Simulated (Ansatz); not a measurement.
```yaml
crystal:
  periodic: [false, false, false]
  atoms:
    - {symbol: In, position_ang: [0.169104, 0.282566, -0.000959]}
    - {symbol: H, position_ang: [1.859815, 0.062406, 0.011467]}
    - {symbol: H, position_ang: [-0.823758, 1.668554, -0.021549]}
    - {symbol: I, position_ang: [-1.205162, -2.013526, 0.011042]}
basis:
  gaussian: {orbitals: def2-TZVP, final_grid: {core_spheres: 20, valence_spheres: 16, degree: 47}}
hamiltonian: {xc: {name: PBEsol}, dispersion: d3bj, pseudopotentials: {relativity: scalar}}
scf: {lower_state_search: off}
```

```sh
$ ansatz run in.yaml --threads 4 --pin off --events-out ev --progress --plain --max-ram 3916MiB
```

It prints (some lines left out):

```
Functional definition: PBEsol
843 factors; their error is unknown
mean field evaluation 1: about -13292.7982 eV, gradient 2.1e1 eV
mean field evaluation 2: about -13292.8269 eV, gradient 2.3e1 eV
mean field evaluation 4: about -13293.9193 eV, gradient 2.4e0 eV
mean field evaluation 8: about -13293.9343 eV, gradient 5.6e-2 eV
mean field evaluation 16: about -13293.9238 eV, gradient 1.1e-5 eV
mean field -13293.92383490 eV, -488.5426899873 hartree, gradient 7.5e-6 eV, S^2 0.000000; 0 other end points of the search recorded, 0 dependent functions left out
reference -13293.92387825 eV, -488.5426915803 hartree; 24, 24 occupied and 88, 88 virtual orbitals, 843 factors
Total energy: -13293.95921915 eV, -488.5439903346 hartree
Relativity: scalar
Checks for a lower state left out: stability, starts, cluster_reference, orbital_swaps, neighbouring_geometries, increment
```

It took 0.8 s on 4 threads of Arm Neoverse V1 on a shared host.

In the def2 sets I, In take a core potential; there is no spin–orbit coupling.
